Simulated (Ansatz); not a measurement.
Consider the cleavage of the Si–Al bond: `C[SiH2][AlH][O][SiH3]` + `N=CF` → `C[SiH2]/N=C/F` + `[AlH2][O][SiH3]`.

Computed with Ansatz on PBE0-D4/def2-TZVP structures; ΔE is electronic, products minus reactants. CCSD(T)/CBS adds triple-zeta CCSD(T) − MP2 to the extrapolated MP2 energy (def2 sets, frozen cores). This one scheme is used for every species. Functionals use def2-TZVPP. B3LYP here is the variant with VWN-RPA as its local correlation; programs differ in this. Each species was taken in one conformer, which may not be the lowest.

| level | ΔE (kJ/mol) | difference from CCSD(T)/CBS |
| --- | --- | --- |
| PBE-D4 | -35.4 | 17.9 |
| PBE0-D4 | -40.4 | 12.9 |
| B3LYP-D4 | -54.8 | -1.5 |
| ωB97X-V | -53.9 | -0.6 |
| ωB97M-V | -60.3 | -7.0 |
| B2PLYP | -60.7 | -7.4 |
| PBE | -37.0 | 16.3 |
| PBE0 | -42.3 | 11.0 |
| B3LYP | -57.1 | -3.8 |
| HF/def2-TZVPP | -72.5 | -19.2 |
| MP2/def2-TZVPP | -64.4 | -11.1 |
| CCSD/def2-TZVPP | -53.9 | -0.6 |
| HF/def2-QZVPP | -73.8 | -20.5 |
| SCS-MP2/def2-QZVPP | -66.0 | -12.7 |
| MP2/CBS(def2) | -65.6 | -12.3 |
| CCSD/CBS(def2) | -55.1 | -1.8 |
| CCSD(T)/CBS | -53.3 | 0 |

Largest T1 diagnostic among the species: 0.013.

In def2-TZVPP, CCSD(T) changes the Hartree–Fock value by +20.4 kJ/mol (the triples alone add +1.9 kJ/mol) and MP2 by +8.0 kJ/mol. From PBE to PBE0 (25 % exact exchange), in def2-TZVPP and without D4, ΔE moves by −5.3 kJ/mol.
